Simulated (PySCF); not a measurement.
NICS in one family of compounds.

Definitions: NICS(0) = −σiso at the ring centroid; NICS(1) = −σiso and NICS(1)zz = −σzz at ±1 Å along the ring normal z. Level: GIAO PBE0/pcSseg-1 (PySCF, non-relativistic, gas phase) on the GFN2-xTB geometries, one conformer each. Atom numbers follow the mapped SMILES.

Question: Order these rings by mean NICS(1)zz, lowest (most negative) first (ppm).
A. ring C1–C2–P3–C4–C8–P9 in `[cH:1]1[cH:2][p:3][c:4]([CH:5]2[CH2:6][CH2:7]2)[cH:8][p:9]1`
B. ring C4–C5–P6–C7–C8–P9 in `[CH3:1][N:2]([CH3:3])[c:4]1[cH:5][p:6][cH:7][cH:8][p:9]1`
C. ring C2–C3–P4–C5–C6–P7 in `[SiH3:1][c:2]1[cH:3][p:4][cH:5][cH:6][p:7]1`

Answer: C (-24.2), A (-23.1), B (-21.9).

| SMILES | ring | NICS(0) | NICS(1) | NICS(1)zz | HOMA | rms pucker (Å) | ring atoms with four or more neighbours |
| --- | --- | --- | --- | --- | --- | --- | --- |
| [SiH3]c1cpccp1 | 6-membered ring with 2 P; formal bonds all aromatic | -5.6 | -9.7 | -24.2 | 0.83 | 0.00 | 0 |
| c1cpc(C2CC2)cp1 | 6-membered ring with 2 P; formal bonds all aromatic | -6.1 | -9.6 | -23.1 | 0.83 | 0.00 | 0 |
| CN(C)c1cpccp1 | 6-membered ring with 2 P; formal bonds all aromatic | -6.5 | -9.2 | -21.9 | 0.79 | 0.00 | 0 |

NICS(0) gives another order. The isotropic NICS(1) gives the same order. HOMA uses Krygowski's 1993 parameters. NICS(1) and NICS(1)zz are means over the two faces.
